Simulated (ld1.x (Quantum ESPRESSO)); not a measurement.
**Building the RRKJ potential for Be (PBE, scalar-relativistic).**

- Element: Be
- Generator: ld1.x (Quantum ESPRESSO) 7.5
- Type: norm-conserving RRKJ (Kleinman–Bylander form)
- Functional: PBE
- Relativity: scalar-relativistic
- Frozen core: [He]
- Valence charge: 2
- Reference configuration: 2s1 2p0 (charge +1)
- Partial waves: 2s (bound): rc 1.70 bohr; 2p (bound, empty): rc 2.80 bohr
- Local potential: all-electron potential smoothed inside 2.00 bohr (lloc = -1)
- Core correction: Bessel-smoothed model core, default radius (core density twice the valence density)
- rho0: 0.005

All-electron outer shells of the reference configuration (PBE, scalar-relativistic, ld1.x):

| shell | level (eV) | outermost node (bohr) | outermost maximum (bohr) |
| --- | --- | --- | --- |
| 2s | -13.70 | 0.59 | 1.89 |
| 2p | -9.78 | – | 1.89 |

(1) Estimate the cutoffs (Ry, on a coarse ladder) from which the occupation-weighted sum of valence levels, in a spherical-Bessel basis at the reference potential, stays within 10 and 1 mRy of its value at 400 Ry.

(2) Does the potential have ghost states?

(3) Tests: 2s2 2p0; 2s1.5 2p0; 2s1 2p1; 2s0 2p2; 2s0 2p1. Which has the largest error in its energy relative to the reference configuration, and how large is it?

## Answers

(1) 10 Ry and 18 Ry.

(2) No extra level below or beside the all-electron valence levels (s, p, d, f tested).

(3) 2s0 2p2, with +30 meV (all-electron minus pseudo) on -2.30 eV.
